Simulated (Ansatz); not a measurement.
System: PbCl₂ (charge +1, doublet). SMILES of the parent species: [Cl][Pb][Cl]
Coordinates optimised at B3LYP-D3(BJ)/def2-TZVP (Ansatz, a quantum-chemistry and plane-wave program):
```
Pb
Cl 1 2.5659
Cl 1 2.5659 2 64.08
```
Charge +1, spin multiplicity 2.

Parts of the frozen-core correlation energy in def2-SVP (Ansatz, hartree). Frozen orbitals: 19; correlated occupied orbitals by spin: 9 and 8; virtual: 34 and 35. Open shells are spin-unrestricted. Spin-orbit coupling is left out. In def2 rows, elements after Kr have scalar-relativistic effective core potentials. The program attaches cautions to this run: other roots.

```csv
term,value
reference (HF),-1110.31393
MP2 opposite-spin,-0.22421
MP2 same-spin,-0.08122
CCSD correlation,-0.33799
(T),-0.01025
T1 diagnostic,0.018
largest doubles amplitude,0.059
<S^2> of the reference,0.774
```
